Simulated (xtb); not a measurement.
C2H7FSi3, SMILES F[SiH2][Si@H]1C=C[SiH2]1. All values are semi-empirical tight-binding results from xtb (GFN2-xTB unless named), good for trends rather than for accurate numbers. The structure is a stationary point at GFN2-xTB. The structure was generated by enumeration; whether it is a known compound was not checked. Other conformers were not sampled.

Optimised geometry:

```xyz
13

F      2.8178     0.9608    -0.2738
Si     1.7633     0.6149     0.9053
Si     0.1331    -0.6406    -0.1296
C     -1.3568    -1.0729     0.9762
C     -2.4276    -0.5975     0.3306
Si    -1.7651     0.1944    -1.2603
H      2.6234     0.0100     1.9201
H      1.3620     1.9404     1.3705
H      0.7204    -1.8909    -0.6707
H     -1.4050    -1.5890     1.9263
H     -3.4432    -0.6837     0.6947
H     -2.0392     1.6356    -1.3505
H     -2.3113    -0.4091    -2.4830
```
Charge 0, spin multiplicity 1.

Computed properties:
The orbital gap is 3.15 eV. The dipole moment is 1.14 D and the zero-point energy is 46.6 kcal/mol. The G − E(el) at 298.15 K (modified RRHO) is 24.8 kcal/mol, the static polarisability (D4 model) is 104.7 bohr³ and the solvation energy, GFN2-xTB/ALPB(water) is -0.4 kcal/mol. The solvation energy, GFN2-xTB/ALPB(toluene) is -2.3 kcal/mol.

Computed atomic charges and the Wiberg bond orders between heavy atoms:
charges (e) F1 -0.32, Si2 0.45, Si3 0.31, C4 -0.16, C5 -0.15, Si6 0.37, H7 -0.09, H8 -0.11, H9 -0.10, H10 0.00, H11 0.00, H12 -0.10, H13 -0.10. Bond orders F1–Si2 1.07, Si2–Si3 0.83, Si3–C4 0.91, C4–C5 1.96, Si3–Si6 0.82, C5–Si6 0.92.
